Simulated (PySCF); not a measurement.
Molecule: SMILES C(C)[SiH](CC)N. Atoms near the plane z = 0.0 Å, at the GFN2-xTB optimised geometry (x, y, z in Å): Si1 (-0.9, -0.8, 0.0), C3 (1.0, -0.8, 0.0), C4 (1.6, -2.2, 0.0), C5 (-1.6, 1.0, 0.0), H10 (1.4, -0.3, 0.9), H11 (1.4, -0.3, -0.9), H12 (1.2, -2.8, -0.8), H13 (2.7, -2.2, 0.0), H14 (1.3, -2.7, 0.9), H15 (-1.2, 1.5, -0.9), H16 (-2.7, 1.0, -0.1).

Level of theory: PBE0/def2-SVP (PySCF). Cells within 0.4 Å of a nucleus heavier than hydrogen are left out (blank, or x). The values are rescaled to run from 0 to 1.

```
|5555555555555555555555555555555|
|5555555555555555555555555555555|
|5555555555555555555555555555555|
|5555555555555555555555555555555|
|5555555555555555555555555555555|
|5555555555555555555555555555555|
|5555555555555555555555555555555|
|5555555555555555555555555555555|
|5555555555555555555555555555555|
|5555555555555555555555555555555|
|5555555555555555555555555555555|
|5555555444x75555555555555555555|
|5555554014xx5555555555555555555|
|5555555343x64555555555555555555|
|5555555555434555555555555555555|
|5555555555444555555555555555555|
|5555555555599954455455555555555|
|555555555569xx943xxx55555555555|
|555555555559xx943xxx55555555555|
|5555555555589954542345555555555|
|5555555555555555554235555555555|
|5555555555555555555xx2204555555|
|5555555555555555555xx3204555555|
|5555555555555555555455555555555|
|5555555555555555555555555555555|
|5555555555555555555555555555555|
|5555555555555555555555555555555|
|5555555555555555555555555555555|
|5555555555555555555555555555555|
|5555555555555555555555555555555|
|5555555555555555555555555555555|
```
Scale: ten equal steps from 0.000 (start of '0') to 1.00 (end of '9'), in the order '0123456789'; x runs from -5.00 to 5.00, y from -5.00 (bottom) to 5.00 (top).

**Question.** Which quantity is mapped?
A. deformation density (molecule minus spherical neutral atoms)
B. Laplacian of the electron density
C. electrostatic potential
D. electron localisation function

**Answer.** B, Laplacian of the electron density. In full: Laplacian of the electron density (e/bohr⁵), clipped to [-1.50, 1.50].
